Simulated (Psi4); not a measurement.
Torsional profile of SMILES CCc1ccccc1C(F)(F)F (C9H9F3). Scanned: dihedral C1–C2–C3–C4; all other coordinates were relaxed at GFN2-xTB. Points at φ and −φ are mirror images.

Geometry of the scan point at -150° (Å):
```
21

C     -2.7611    -0.1055     0.3561
C     -1.6096    -0.1592    -0.6456
C     -0.1980    -0.3092    -0.1330
C      0.7929     0.2752    -0.9253
C      2.1338     0.2194    -0.6063
C      2.5376    -0.4460     0.5379
C      1.5907    -1.0857     1.3101
C      0.2383    -1.0491     0.9715
C     -0.6754    -1.8909     1.8231
F     -1.4533    -1.1828     2.6632
F      0.0022    -2.7432     2.6129
F     -1.4947    -2.6722     1.0951
H     -2.5253     0.5588     1.1846
H     -3.0229    -1.0801     0.7484
H     -3.6422     0.2863    -0.1483
H     -1.7931    -0.9918    -1.3347
H     -1.6333     0.7564    -1.2402
H      0.4885     0.8130    -1.8115
H      2.8605     0.6952    -1.2472
H      3.5785    -0.4846     0.8177
H      1.9024    -1.6381     2.1827
```

Computed with PBE-D3(BJ)/def2-SVP // GFN2-xTB run with Psi4 1.11.

Scanned values (°): -150, -120, -90, -60, -30, 0, 30, 60, 90, 120, 150, 180.

Q: At which scan points does the profile have its minima and maxima, and how high do they lie?

A: Lower than their neighbours: -90° (0.0 kcal/mol), 0° (0.6 kcal/mol), 90° (0.0 kcal/mol). Higher than their neighbours: -30° (1.3 kcal/mol), 30° (1.3 kcal/mol), 180° (7.0 kcal/mol). The whole profile spans 7.0 kcal/mol.
